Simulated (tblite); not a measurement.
C4H8Si.
Atom-mapped SMILES: `[CH3:1][C:2]#[C:3][SiH2:4][CH3:5]` (hydrogens: H6, H7, H8 on C1; H9, H10 on Si4; H11, H12, H13 on C5)

Computed with GFN2-xTB (tblite), gas phase: Langevin dynamics at 600 K from the optimised GFN2-xTB geometry, time step 0.5 fs, friction 0.01 fs⁻¹, 2000 steps.

Start geometry:
```
atom  x, y, z in Å
C1      2.945   -0.481    0.139
C2      1.571   -0.047    0.269
C3      0.427    0.316    0.379
Si4    -1.326    0.868    0.543
C5     -2.422   -0.300   -0.476
H6      3.340   -0.766    1.115
H7      3.004   -1.340   -0.530
H8      3.553    0.326   -0.267
H9     -1.438    2.241    0.031
H10    -1.710    0.812    1.961
H11    -2.142   -0.289   -1.526
H12    -3.468   -0.014   -0.411
H13    -2.337   -1.325   -0.125
```

The statistics below take the 31 frames saved every 25 fs from 250 to 1000 fs; their kinetic temperature (all 3N coordinates) averages 523 K.

Q: Give the mean, spread and extremes of the bond lengths.

A: 
| bond | start (Å) | mean (Å) | standard deviation (Å) | shortest (Å) | longest (Å) |
| --- | --- | --- | --- | --- | --- |
| C1–C2 | 1.446 | 1.452 | 0.049 | 1.338 | 1.557 |
| C2≡C3 | 1.205 | 1.208 | 0.022 | 1.157 | 1.251 |
| C3–Si4 | 1.846 | 1.865 | 0.044 | 1.787 | 1.944 |
| Si4–C5 | 1.898 | 1.912 | 0.045 | 1.840 | 2.003 |
| C1–H6 | 1.090 | 1.105 | 0.048 | 1.019 | 1.222 |
| C1–H7 | 1.090 | 1.110 | 0.050 | 1.033 | 1.245 |
| C1–H8 | 1.090 | 1.095 | 0.038 | 1.026 | 1.186 |
| Si4–H9 | 1.470 | 1.479 | 0.044 | 1.415 | 1.561 |
| Si4–H10 | 1.470 | 1.496 | 0.066 | 1.361 | 1.645 |
| C5–H11 | 1.086 | 1.094 | 0.040 | 1.009 | 1.174 |
| C5–H12 | 1.086 | 1.092 | 0.046 | 1.000 | 1.212 |
| C5–H13 | 1.086 | 1.100 | 0.063 | 0.991 | 1.203 |

Q: Give the same statistics for bond angles, one of each kind.

A: 
| angle | start (°) | mean (°) | standard deviation (°) | smallest (°) | largest (°) |
| --- | --- | --- | --- | --- | --- |
| C2–C1–H6 | 110.0 | 109.7 | 4.4 | 101.2 | 119.7 |
| H6–C1–H7 | 108.9 | 108.3 | 4.2 | 101.4 | 118.2 |
| C1–C2–C3 | 179.9 | 169.4 | 5.7 | 154.8 | 179.4 |
| C2–C3–Si4 | 179.8 | 164.7 | 7.6 | 149.4 | 177.2 |
| C3–Si4–C5 | 108.4 | 109.1 | 7.3 | 95.8 | 128.0 |
| C3–Si4–H9 | 108.7 | 108.5 | 6.5 | 96.1 | 123.7 |
| C5–Si4–H9 | 110.1 | 109.6 | 6.3 | 97.7 | 118.5 |
| H9–Si4–H10 | 110.6 | 110.6 | 9.3 | 93.1 | 129.1 |
| Si4–C5–H11 | 111.3 | 111.3 | 6.3 | 99.7 | 123.2 |
| H11–C5–H12 | 107.7 | 107.4 | 5.9 | 93.3 | 115.0 |

Q: How far does each atom move about its mean position (frames aligned on the start, all atoms weighted alike), and what rms force does it feel?

A: 
| atom | rms displacement (Å) | rms force (eV/Å) |
| --- | --- | --- |
| C1 | 0.15 | 2.62 |
| C2 | 0.18 | 2.79 |
| C3 | 0.28 | 2.52 |
| Si4 | 0.23 | 1.92 |
| C5 | 0.18 | 2.84 |
| H6 | 0.89 | 1.51 |
| H7 | 0.83 | 1.50 |
| H8 | 0.93 | 1.21 |
| H9 | 0.48 | 0.79 |
| H10 | 0.47 | 1.04 |
| H11 | 1.00 | 1.35 |
| H12 | 0.97 | 1.48 |
| H13 | 0.88 | 1.86 |

The displacements run from 0.15 to 1.00 Å, the largest at H11.

Q: How widely does the potential energy scatter, against a harmonic estimate?

A: Mean 0.73 eV above the start, standard deviation 0.171 eV, range 0.43 to 1.08 eV. For 33 classical harmonic modes at 600 K the canonical values are 33kT/2 = 0.85 eV and kT·√(33/2) = 0.210 eV.

The run is classical and short, so these are rough statistics of one trajectory.

The cost below is that of the whole dynamics run. The run took 9.0 s on an Arm Neoverse V1 with one thread, shared host with 32 logical CPUs at a one-minute load of 16, and the process peaked at 0.18 GiB of memory.
